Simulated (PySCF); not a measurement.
B(F)2(Et) (C₂H₅BF₂), SMILES CCB(F)F. Atoms are numbered in the order given.

```xyz
10

B      0.0124     0.6069     0.0000
F     -1.3071     0.6975     0.0000
F      0.6722     1.7540     0.0000
C      0.7618    -0.7628     0.0000
C     -0.1215    -2.0033     0.0000
H      1.4443    -0.7552     0.8701
H      1.4443    -0.7552    -0.8701
H     -0.7761    -2.0310    -0.8843
H     -0.7761    -2.0310     0.8843
H      0.4740    -2.9285     0.0000
```

The structure is a stationary point at PBE0-D3(BJ)/def2-SVP. One conformer was computed; it need not be the lowest.

Two levels are set side by side: PBE/pcSseg-1 (PySCF) and B3LYP/pcSseg-1 (PySCF). GIAO shifts against BF3 (¹¹B), CFCl3 (¹⁹F), TMS (¹H), TMS (¹³C) at the same level; non-relativistic, no solvent, atoms listed together averaged. Differences are taken from unrounded values.

```tsv
quantity	B3LYP
δ(¹¹B) of B1 (ppm)	19.0
δ(¹⁹F) of F2, F3 (ppm)	-77.9
δ(¹³C) of C4 (ppm)	9.2
δ(¹³C) of C5 (ppm)	10.7
δ(¹H) of H6, H7 (ppm)	1.22
δ(¹H) of H8, H9, H10 (ppm)	1.28
```

**Question.** What does PBE give, and how far is it from B3LYP? (An estimate is asked for; the answer gives what the named calculation found.)

**Answer.** 
```tsv
quantity	PBE	PBE minus B3LYP
δ(¹¹B) of B1 (ppm)	18.3	-0.7
δ(¹⁹F) of F2, F3 (ppm)	-88.1	-10.2
δ(¹³C) of C4 (ppm)	9.6	0.4
δ(¹³C) of C5 (ppm)	10.3	-0.4
δ(¹H) of H6, H7 (ppm)	1.26	0.04
δ(¹H) of H8, H9, H10 (ppm)	1.24	-0.05
```

Rough cost on one machine, each run with all the roots and properties that it gave: B3LYP against PBE within a factor of 2.
